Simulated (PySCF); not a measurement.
B(F)(NHMe)(OMe) (C2H7BFNO), SMILES CNB(F)OC.

Coordinates come from a r2SCAN-D4/def2-SVP optimisation. This is a generated structure with no PubChem entry under its InChIKey; it may be hypothetical. One conformer was computed; it need not be the lowest.

Two levels are set side by side: TDA-PBE/def2-SVPD (PySCF) and TDA-LC-ωPBE/def2-SVPD (PySCF). Vertical, same geometry. The lowest singlet is HOMO→LUMO 100 % with PBE and HOMO→LUMO 77 % with the other functional; states are paired by order. Differences are taken from unrounded values.

| quantity | TDA-LC-ωPBE | TDA-PBE | TDA-PBE minus TDA-LC-ωPBE |
|---|---|---|---|
| lowest singlet excitation (eV) | 7.18 | 5.67 | -1.51 |
| lowest triplet excitation (TDA) (eV) | 6.93 | 5.53 | -1.40 |
| first bright state (f over 0.05) (eV) | 9.04 | 7.45 | -1.59 |
| its oscillator strength | 0.25 | 0.13 | -0.12 |

Functionals without exact exchange tend to place singlet excitations lower, as here. Differences between two approximate levels are no errors against the true value.

Rough cost on one machine, each run with all the roots and properties that it gave: TDA-LC-ωPBE against TDA-PBE about 3 times.
